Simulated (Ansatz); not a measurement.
Frontier orbitals of CH$_{6}$FGeN (`[NH2][GeH2][CH2]F`).

Z-matrix (Å, degrees):
```
Ge
C 1 1.981
N 1 1.838 2 113.4
H 1 1.540 2 108.2 3 -119.3
H 1 1.536 2 108.8 3 119.1
F 2 1.390 1 109.5 3 -57.8
H 2 1.094 1 111.5 3 -177.5
H 2 1.094 1 111.0 3 61.4
H 3 1.011 1 113.5 2 60.8
H 3 1.011 1 114.3 2 -64.2
```

Charge 0, multiplicity 1. Correlated methods include outer-core shells of Ge, which these sets cover unevenly. Scalar relativity is left out up to krypton. All single points use the PBE0-D4/def2-TZVP geometry. It is one conformer, not always the lowest. Basis def2-TZVPP, Ansatz.

Orbital energies of one run (eV). Highest occupied ones, from the top: -7.45, -9.09, -9.72, -10.24, -10.77, -12.82, -13.69, -14.02, -14.16, -15.62, -20.00, -24.22, -34.13, -34.14. Empty: 0.79, 1.75, 1.81, 2.02, 2.83, 3.18.

Q: Which functional gave them?
A. LDA (SPW92)
B. HSE06 (plane-wave form)
C. r2SCAN0
D. PBE

A: C. HOMO energies: r2SCAN0 -7.45, LDA (SPW92) -5.95, PBE -5.81, HSE06 -6.84 eV.
